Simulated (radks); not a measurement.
Values are calculated unless marked as measured or tabulated.
Question: Mean orbital radii <r> (bohr) of the tin ion Sn3+, [Kr] 4d10 5s1, of relativity; Dirac values are averaged over j with weights 2j + 1. Spin-unpolarised spherical Kohn-Sham, PBE, point nucleus unless stated (finite: rms radius 4.6519 fm), a radial shooting solver on a logarithmic mesh with Libxc functionals. A level marked "c x" has the speed of light scaled by that factor.

| shell | non-rel. |
|---|---|
| 1s | 0.03042 |
| 2s | 0.1314 |
| 2p | 0.1121 |
| 3s | 0.3526 |
| 3p | 0.3436 |
| 3d | 0.3146 |
| 4s | 0.8485 |
| 4p | 0.8977 |
| 4d | 1.072 |
| 5s | 2.195 |
| 5p (empty) | 2.517 |

Give the values at the level "Dirac, finite nucleus".

Answer: 
shell       Dirac, finite nucleus  change of magnitude (%)
1s                        0.02905                    -4.50
2s                         0.1251                    -4.82
2p                         0.1094                    -2.42
3s                         0.3391                    -3.83
3p                         0.3373                    -1.81
3d                         0.3146                    0.00
4s                         0.8184                    -3.55
4p                         0.8844                    -1.48
4d                          1.081                    +0.79
5s                          2.122                    -3.34
5p (empty)                  2.487                    -1.22
